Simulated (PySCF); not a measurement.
Stretching AsF⁺

Set-up: As pcseg-1, F pcseg-1; no relativity (PySCF 2.14). Energies in eV from As⁺ + F in their ground configurations at the same level. State: ²Π (doublet), unpaired electrons π ↑.

All columns are PBE0. A positive dipole points towards F; it is taken about the centre of mass and depends on that origin.

| R (Å) | E (eV) | μ (D) | Mulliken charge on As (basis-dependent) | HOMO (eV) | LUMO (eV) | Mayer bond order | ⟨S²⟩ |
| --- | --- | --- | --- | --- | --- | --- | --- |
| 1.470 | -2.744 | -1.42 | 1.25 | -14.21 | -11.79 | 1.20 | 0.75 |
| 1.538 | -3.593 | -1.78 | 1.26 | -14.41 | -11.99 | 1.20 | 0.75 |
| 1.607 | -4.059 | -2.13 | 1.27 | -14.59 | -12.18 | 1.19 | 0.75 |
| 1.658 | -4.223 | -2.38 | 1.27 | -14.72 | -12.30 | 1.19 | 0.75 |
| 1.709 | -4.267 | -2.63 | 1.28 | -14.85 | -12.43 | 1.18 | 0.75 |
| 1.760 | -4.219 | -2.87 | 1.28 | -14.96 | -12.54 | 1.18 | 0.75 |
| 1.829 | -4.048 | -3.18 | 1.29 | -15.10 | -12.69 | 1.17 | 0.75 |
| 1.914 | -3.717 | -3.53 | 1.29 | -15.27 | -12.85 | 1.17 | 0.75 |
| 2.017 | -3.217 | -3.91 | 1.28 | -15.44 | -13.03 | 1.17 | 0.76 |
| 2.153 | -2.482 | -4.35 | 1.27 | -15.62 | -13.25 | 1.17 | 0.77 |

A fit through these points gives, at Re = 1.706 Å, μ = -2.62 D and dμ/dR = -4.77 D/Å; the reduced mass is 15.16 u.

Problem. How strong is the fundamental in the double-harmonic approximation, I = 42.26·(dμ/dR)²/μred km/mol?

Solution. I = 42.26·(-4.77)²/15.16 = 63.4 km/mol at PBE0.

Spin–orbit coupling is left out. For an ion De counts to the pair picked by the measured ionisation energies or electron affinities, which need not be the lowest pair at this level. The state is the lowest determinant that a PBE0 search found; another state may lie lower at other levels.
